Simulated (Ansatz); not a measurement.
Born–Oppenheimer molecular dynamics of H$_{7}$O$_{2}$PSn (11 atoms, charge 0, multiplicity 1). It starts at the highest image of a converged band, a first-order saddle point between two minima.

Theory: RKS PBE0-D4/def2-SVP (Ansatz 0.2.0).

```
ensemble                      : NVE (velocity Verlet)
time step                     : 0.5 fs
steps asked                   : 200
starting velocities drawn for : 100 K
seed                          : 3095
```

First frame:

```xyz
11
Properties=species:S:1:pos:R:3
Sn 0.143 0.147 0.029
O -0.021 0.024 2.154
H -0.891 -0.120 2.557
H 1.721 -0.211 -0.512
O -0.844 1.588 -0.933
H -1.613 1.216 -1.384
H -0.920 -1.198 -0.200
P 1.260 2.559 1.562
H 2.419 2.082 0.884
H 0.560 2.995 0.399
H 0.453 1.152 2.147
```

**Question.** How far do the bonds stretch over the last three quarters of this one trajectory? (Pairs bonded in most of those frames.)

**Answer.** 
```csv
bond,mean (Å),spread (Å),shortest,longest
Sn1–O2,1.983,0.065,1.90,2.09
Sn1–H4,1.700,0.021,1.66,1.73
Sn1–O5,1.993,0.007,1.98,2.00
Sn1–H7,1.724,0.006,1.72,1.74
O2–H3,0.965,0.015,0.94,0.99
O5–H6,0.966,0.012,0.95,0.98
P8–H9,1.428,0.024,1.39,1.47
P8–H10,1.429,0.006,1.42,1.44
P8–H11,1.441,0.072,1.33,1.54
```

Mean temperature of the second half: 801 K. The conserved energy stayed within 0.14 meV per atom of its start (net change 0.083 meV per atom), so the integration is sound. The kinetic energy rose, since the run started high on the potential surface and went downhill. It ends in pieces (H3P + H4O2Sn), so much of that is their flight and rotation, not heat. A run of 0.1 ps of so small a system gives no equilibrium averages. The orbitals stay closed-shell, which can raise the energy where a bond breaks towards radicals; this wasn't checked here.

Run time: 9.9 min on 2 threads of Intel(R) Xeon(R) Platinum 8488C (Sapphire Rapids), on a shared host, peak memory 0.28 GiB.
